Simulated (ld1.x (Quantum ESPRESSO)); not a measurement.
**chlorine, TM: configuration errors across variants**

Cl, norm-conserving Troullier–Martins (Kleinman–Bylander form), made with ld1.x (Quantum ESPRESSO) 7.5 (PBE, fully relativistic). Core [He], reference 2s2 2p6 3s2 3p2 (charge +3). Waves: 2s (bound): rc 0.45 bohr; 2p (bound): rc 0.50 bohr; 3d channel at -0.1 Ry: rc 0.45 bohr. Local part: all-electron potential smoothed inside 0.50 bohr (lloc = -1). Core correction: none.

Open shells are filled in proportion to 2j + 1 (rel_dist='average').

Occupied shells without a wave of their own: 3p, 3s. They enter only through the test configuration that unscreens the potential.

All-electron excitation energies from the reference (eV): (1) 2s2 2p6 3s2 3p5 -77.631; (2) 2s2 2p6 3s2 3p4 -63.755; (3) 2s2 2p6 3s2 3p3 -38.308; (4) 2s2 2p6 3s1 3p5 -51.047; (5) 2s2 2p5 3s2 3p5 132.535; (6) 2s1 2p6 3s2 3p5 191.715; (7) 2s2 2p6 3s2 3p4.5 -72.048.

For the base: The 3p, 3s levels have no wave, so the channel is fitted at the deeper level alone: the likely source of the large errors.

1 further variants failed, have other tests or too few solved ones, and are left out.

The file “all radii scaled by about 1.11 (s 0.50, p 0.56, d 0.50 bohr); local potential all-electron potential smoothed inside 0.56 bohr (lloc = -1)” misses its own reference levels by 0.3 eV. The file “all radii scaled by about 1.20 (s 0.54, p 0.60, d 0.54 bohr); local potential all-electron potential smoothed inside 0.60 bohr (lloc = -1)” misses its own reference levels by 0.4 eV. The file “all radii scaled by about 1.24 (s 0.56, p 0.62, d 0.56 bohr); local potential all-electron potential smoothed inside 0.62 bohr (lloc = -1)” misses its own reference levels by 0.5 eV. The file “all radii scaled by about 1.33 (s 0.60, p 0.66, d 0.60 bohr); local potential all-electron potential smoothed inside 0.66 bohr (lloc = -1)” misses its own reference levels by 1.0 eV.

Errors AE − PS in meV (a dash: test not solved or not reliable):

| change | (1) | (2) | (3) | (4) | (5) | (6) | (7) | bound ghosts |
| --- | --- | --- | --- | --- | --- | --- | --- | --- |
| base | -318 | -254 | -151 | -451 | -557 | -622 | -290 | not determined |
| all radii scaled by about 0.76 (s 0.34, p 0.38, d 0.34 bohr); local potential all-electron potential smoothed inside 0.38 bohr (lloc = -1) | -94 | -74 | -44 | -209 | -173 | -152 | -85 | not determined |
| all radii scaled by about 0.84 (s 0.38, p 0.42, d 0.38 bohr); local potential all-electron potential smoothed inside 0.42 bohr (lloc = -1) | -143 | -114 | -68 | -265 | -259 | -255 | -130 | not determined |
| all radii scaled by about 1.11 (s 0.50, p 0.56, d 0.50 bohr); local potential all-electron potential smoothed inside 0.56 bohr (lloc = -1) | -501 | -401 | -238 | -640 | -858 | -1019 | -458 | none |
| all radii scaled by about 1.20 (s 0.54, p 0.60, d 0.54 bohr); local potential all-electron potential smoothed inside 0.60 bohr (lloc = -1) | -701 | -562 | -334 | -786 | -1187 | -1455 | -642 | none |
| all radii scaled by about 1.24 (s 0.56, p 0.62, d 0.56 bohr); local potential all-electron potential smoothed inside 0.62 bohr (lloc = -1) | -785 | -630 | -374 | -822 | -1326 | -1639 | -719 | none |
| all radii scaled by about 1.33 (s 0.60, p 0.66, d 0.60 bohr); local potential all-electron potential smoothed inside 0.66 bohr (lloc = -1) | -1111 | -894 | -532 | -584 | -1890 | -2357 | -1019 | none |

(1) Give the same row for: all radii scaled by about 0.89 (s 0.40, p 0.44, d 0.40 bohr); local potential all-electron potential smoothed inside 0.44 bohr (lloc = -1).

Answers

(1) -160, -127, -76, -289, -287, -290, -146; bound ghosts: not determined.
